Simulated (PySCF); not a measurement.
# How methods differ on the ionisation energy of I⁴²⁺

I⁴²⁺ [Ne] 3s1 (2S) → I⁴³⁺ [Ne] (1S), as a difference of total energies. Calculation: PySCF 2.14, in an uncontracted even-tempered set (18 s from 8 bohr⁻², ratio 2.5; 12 p from 10 bohr⁻², ratio 2.5; 4 d from 38 bohr⁻², ratio 2.7; 4 f from 58 bohr⁻², ratio 2.7); the spin-free X2C one-electron Hamiltonian (Gaussian nucleus). Correlated levels: outer shells: 1s2 frozen; virtual orbitals above 40 to 60 times the deepest correlated orbital energy dropped. The calculations carry no spin-orbit coupling.

```json
{"method": "UHF", "ionisation energy (eV)": "3184.7"}
{"method": "LDA", "ionisation energy (eV)": "3187.6"}
{"method": "PBE", "ionisation energy (eV)": "3190.6"}
{"method": "PBE0", "ionisation energy (eV)": "3189.3"}
{"method": "r2SCAN", "ionisation energy (eV)": "3184.0"}
{"method": "B3LYP", "ionisation energy (eV)": "3189.9"}
{"method": "r2SCAN0", "ionisation energy (eV)": "3184.4"}
{"method": "MP2 (outer shells)", "ionisation energy (eV)": "3185.4"}
{"method": "SCS-MP2 (outer shells)", "ionisation energy (eV)": "3185.3"}
```

Breit and QED terms and the two-electron picture change are absent.

For comparison: 3185.5 ± 0.5 eV (semi-empirical (NIST evaluation); NIST Atomic Spectra Database, ionization energies).
